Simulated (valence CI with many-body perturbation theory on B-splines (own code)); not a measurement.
Results of a calculation; reference values are marked as such.
# From CI to CI+MBPT in Pt²⁸⁺

Method: configuration interaction combined with many-body perturbation theory (CI+MBPT): four valence electrons over a frozen Dirac-Fock core [Kr] 4d10, a basis of 8 s, 8 p, 9 d, 9 f, 6 g, 3 h, 2 i functions for each j, with the one-electron correlation potential Σ1 (screened to all orders), the two-electron term Σ2, the three-electron term Σ3, Breit, model QED; selected single and double excitations, second order for the rest, scaled by the run's own slope (own B-spline code, finite nucleus).

No measured spectrum was set against this ion. As an estimate, large intervals hold to a few tenths of a per cent, small ones and those within an open d or f shell to about a per cent. Core correlation moves these levels by up to 5500 cm⁻¹, and in measured spectra 5 to 20 % of such shifts remained as error; rates that hang on mixing are uncertain with them. Only levels of the ground parity were solved; by the run's estimate the other parity begins above the list, which can be wrong where configurations are misplaced.

Each rung adds one term. CI alone is the Dirac-Coulomb CI over the frozen core; QED comes last and gives the full result, which names the levels. Energies are above (4f5/2^4) J=4 on the same rung, in cm⁻¹.

Levels are named by their leading jj configuration (3d3/2^4 stands for four electrons in 3d with j = 3/2), which in mixed levels can hold well under half, so a name can repeat and another be missing. Letters in brackets count levels of one name in rising energy.

```tsv
Level	CI alone	Σ1	Σ2	Σ3	Breit	QED	Full
(4f5/2^3 4f7/2) J=5 [a]	22530	+533	+1071	+104	-1589	+123	22772
(4f5/2^4) J=2	39404	+8.2	-2844	+584	+785	-25	37912
(4f5/2^2 4f7/2^2) J=6 [a]	40240	+810	+1417	+82	-2864	+180	39865
(4f5/2^3 4f7/2) J=7	52937	+867	+1135	-41	-3585	+184	51496
(4f5/2^3 4f7/2) J=1 [a]	52073	+558	-1232	+692	-503	+110	51697
(4f5/2^3 4f7/2) J=4 [a]	52914	+417	-654	+30	-789	+73	51990
(4f5/2^3 4f7/2) J=8	62568	+839	+773	-106	-4119	+171	60126
(4f5/2^3 4f7/2) J=3 [a]	61044	+621	-1067	+555	-1146	+120	60127
(4f5/2^3 4f7/2) J=2 [a]	65097	+581	-2255	+513	-775	+107	63268
(4f5/2^3 4f7/2) J=2 [b]	68486	+741	-1106	-493	-1211	+145	66563
(4f5/2^3 4f7/2) J=3 [b]	68177	+601	-2136	+579	-746	+108	66583
(4f5/2^2 4f7/2^2) J=6 [b]	74976	+969	+1149	-342	-2938	+202	74016
(4f5/2^3 4f7/2) J=5 [b]	78483	+851	-822	+323	-2184	+163	76813
(4f5/2^2 4f7/2^2) J=7 [a]	81323	+1072	+843	-37	-3807	+225	79619
(4f5/2^2 4f7/2^2) J=4 [a]	83484	+1083	-718	+580	-2294	+219	82354
(4f5/2^2 4f7/2^2) J=8 [a]	88375	+1154	+603	+257	-4656	+242	85975
(4f5/2^2 4f7/2^2) J=4 [b]	96102	+1160	-672	+144	-2347	+235	94622
(4f5/2^4) J=0	98346	+365	-5064	+792	+930	+23	95392
(4f5/2^2 4f7/2^2) J=2 [a]	97057	+1186	-44	+425	-2020	+240	96845
```

The middle columns are the shifts that each term adds.

(1) How does the ionisation energy move along the ladder, and which term matters most?

Answers

(1) CI alone 950.36, + Σ1 953.89, + Σ2 963.07, + Σ3 963.12, + Breit 962.97, + QED 963.04 eV. The largest step is Σ2, 9.17 eV. NIST lists 980 ± 50 eV (theoretical).
